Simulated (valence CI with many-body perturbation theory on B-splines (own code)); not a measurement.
**How close is CI+MBPT for Fe5+?**

Calculated by configuration interaction combined with many-body perturbation theory (CI+MBPT): three valence electrons over a frozen Dirac-Fock core [Ar], radial functions for each j: 7 s, 7 p, 8 d, 6 f, 4 g, 1 h, with the one-electron correlation potential Σ1, the two-electron term Σ2, the three-electron term Σ3, Breit, model QED; selected CI, second order for the rest, scaled by the run's own slope (own B-spline code, finite nucleus).

Set against measurement, 33 paired levels are off by 605 cm⁻¹ on average, the worst by 1217. These come from a selection out of Corliss and Sugar, J. Phys. Chem. Ref. Data 11, 135 (1982). Levels without a partner in it may be off by more, other configurations by 1,000 to 8,000 cm⁻¹. The list stops below the first excitations out of the core.

Measured levels: Corliss and Sugar, J. Phys. Chem. Ref. Data 11, 135 (1982). Pairs share parity and J, and are chosen by configuration, term and nearness in energy; levels without a clear partner are left out. Some J values that the scan of the source had lost were assigned by a fit. Energies in cm⁻¹ above the measured ground level.

Names give the largest LS component (configuration and term), which can be under half, so a name can repeat, a term be missing and a line seem to break the LS rules; names also repeat where a configuration has a term twice. Letters in brackets count levels of one name in rising energy.

| Computed label | Label in the source | Measured | Computed | Difference |
| --- | --- | --- | --- | --- |
| 3d3 4F_3/2 | 3d3 4F | 0 | 0.0 | 0 |
| 3d3 4F_5/2 | 3d3 4F | 511.3 | 506.8 | -5 |
| 3d3 4F_7/2 | 3d3 4F | 1188.3 | 1178.7 | -10 |
| 3d3 4F_9/2 | 3d3 4F | 2000.6 | 1987.3 | -13 |
| 3d3 4P_1/2 | 3d3 4P | 18738.3 | 19398.7 | +660 |
| 3d3 4P_3/2 | 3d3 4P | 18942 | 19600.0 | +658 |
| 3d3 4P_5/2 | 3d3 4P | 19610.8 | 20266.1 | +655 |
| 3d3 2G_7/2 | 3d3 2G | 20616.4 | 20305.2 | -311 |
| 3d3 2G_9/2 | 3d3 2G | 21315 | 20989.1 | -326 |
| 3d3 2P_3/2 | 3d3 2P | 26214.9 | 26834.0 | +619 |
| 3d3 2P_1/2 | 3d3 2P | 26495.5 | 27100.2 | +605 |
| 3d3 2D_5/2 [a] | 3d3 2D2 | 28484.3 | 29096.9 | +613 |
| 3d3 2D_3/2 [a] | 3d3 2D2 | 28627.9 | 29234.8 | +607 |
| 3d3 2H_9/2 | 3d3 2H | 28724.3 | 27871.4 | -853 |
| 3d3 2H_11/2 | 3d3 2H | 29202.9 | 28342.5 | -860 |
| 3d3 2F_7/2 | 3d3 2F | 46217.3 | 46477.3 | +260 |
| 3d3 2F_5/2 | 3d3 2F | 46603.7 | 46861.3 | +258 |
| 3d3 2D_5/2 [b] | 3d3 2D1 | 71707.6 | 72792.6 | +1085 |
| 3d3 2D_3/2 [b] | 3d3 2D1 | 72048.9 | 73125.7 | +1077 |
| 3d2.4s 4F_3/2 | 3d2(3F) 4s 4F | 261841.4 | 260834.2 | -1007 |
| 3d2.4s 4F_5/2 | 3d2(3F) 4s 4F | 262368.4 | 261358.3 | -1010 |
| 3d2.4s 4F_7/2 | 3d2(3F) 4s 4F | 263135.9 | 262122.7 | -1013 |
| 3d2.4s 4F_9/2 | 3d2(3F) 4s 4F | 264118.3 | 263103.5 | -1015 |
| 3d2.4s 2F_5/2 | 3d2(3F) 4s 2F | 269140.2 | 268008.3 | -1132 |
| 3d2.4s 2F_7/2 | 3d2(3F) 4s 2F | 270672.6 | 269534.1 | -1139 |
| 3d2.4s 2D_5/2 | 3d2(1D) 4s 2D | 280901.5 | 280492.4 | -409 |
| 3d2.4s 2D_3/2 | 3d2(1D) 4s 2D | 281217.8 | 280777.8 | -440 |
| 3d2.4s 4P_1/2 | 3d2(3P) 4s 4P | 281477 | 281348.7 | -128 |
| 3d2.4s 4P_3/2 | 3d2(3P) 4s 4P | 282035 | 281831.2 | -204 |
| 3d2.4s 4P_5/2 | 3d2(3P) 4s 4P | 282951.9 | 282710.6 | -241 |
| 3d2.4s 2P_1/2 | 3d2(3P) 4s 2P | 287919.2 | 287768.0 | -151 |
| 3d2.4s 2P_3/2 | 3d2(3P) 4s 2P | 288638.3 | 288479.8 | -159 |
| 3d2.4s 2G_9/2 | 3d2(1G) 4s 2G | 292313 | 291096.5 | -1216 |
| 3d2.4s 2G_7/2 | 3d2(1G) 4s 2G | 292330.1 | 291113.6 | -1217 |

Over 33 excited levels the mean absolute difference is 605 cm⁻¹, the median 613 and the largest 1217. The comparison draws on a selection of the measured levels: 34 of the 35 computed ones have a partner in it, and others may be off by more.
